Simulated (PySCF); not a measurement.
**Deuteron quadrupole couplings in `CO[C@@H]1[C@H](C)[C@H]1[SiH3]`**

C5H12OSi.
Structure used (GFN2-xTB), in Å, numbered top down from 1:
```
atom  x, y, z in Å
C1     2.582    0.067    0.284
O2     1.482    0.922    0.090
C3     0.426    0.297   -0.568
C4    -0.962    0.788   -0.323
C5    -1.204    1.940    0.618
C6    -0.541   -0.555    0.223
Si7   -1.211   -2.164   -0.472
H8     2.306   -0.809    0.884
H9     3.338    0.647    0.809
H10    2.986   -0.280   -0.676
H11    0.685   -0.035   -1.575
H12   -1.624    0.777   -1.182
H13   -1.158    2.884    0.078
H14   -0.444    1.954    1.394
H15   -2.187    1.852    1.081
H16   -0.343   -0.542    1.290
H17   -1.354   -2.039   -1.925
H18   -0.271   -3.246   -0.164
H19   -2.515   -2.448    0.128
```

Level: PBE0/pcSseg-1 (PySCF, non-relativistic); Q(2H) = 0.00286 b; rigid geometry, the same for H and D, with no vibrational averaging.

Question: Rank these positions by the coupling χzz of a deuteron there, largest first.
A. H8 (methyl hydrogen)
B. H11 (methine hydrogen)
C. H16 (methine hydrogen)
D. H15 (methyl hydrogen)
E. H18 (Si–H hydrogen)

Answer: C (218 kHz), D (210 kHz), B (203 kHz), A (195 kHz), E (109 kHz).

Tabulate Vzz, the asymmetry η and χzz = 234.96 MHz × Q × Vzz for every hydrogen position.

| atom | bonded to | bond length (Å) | Vzz (au) | η | χzz (kHz) |
| --- | --- | --- | --- | --- | --- |
| H8 | C1 | 1.097 | 0.2902 | 0.08 | 195 |
| H9 | C1 | 1.088 | 0.3067 | 0.07 | 206 |
| H10 | C1 | 1.097 | 0.2893 | 0.08 | 194 |
| H11 | C3 | 1.091 | 0.3020 | 0.13 | 203 |
| H12 | C4 | 1.085 | 0.3183 | 0.08 | 214 |
| H13 | C5 | 1.088 | 0.3139 | 0.03 | 211 |
| H14 | C5 | 1.086 | 0.3130 | 0.04 | 210 |
| H15 | C5 | 1.089 | 0.3126 | 0.02 | 210 |
| H16 | C6 | 1.085 | 0.3241 | 0.07 | 218 |
| H17 | Si7 | 1.465 | 0.1621 | 0.02 | 109 |
| H18 | Si7 | 1.466 | 0.1619 | 0.01 | 109 |
| H19 | Si7 | 1.464 | 0.1633 | 0.00 | 110 |

Average by the element that carries the hydrogen.

on C: 207 kHz over 9 positions, mean bond length 1.090 Å; on Si: 109 kHz over 3 positions, mean bond length 1.465 Å.

How does χzz go with the bond length over the 9 C–H bonds?

A straight-line fit has a slope of -16.9 kHz for each 0.01 Å, with a correlation coefficient of -0.96, over lengths from 1.085 to 1.097 Å. The longer bonds have the smaller couplings here.

A static deuteron (I = 1) shows a doublet split by (3/2)χ, (3/4)χ(1 + η) and (3/4)χ(1 − η) with the field along z, y and x of the gradient. What are these for H9?

With |χ| = 206.1 kHz and η = 0.065: 309, 165 and 144 kHz, to first order and without motion.

Geometry: GFN2-xTB, one conformer, isolated molecule. GFN2-xTB bond lengths can be off by several hundredths of an ångström, more for odd bonds, and the gradients follow them. These gradients aren't converged with respect to the basis.
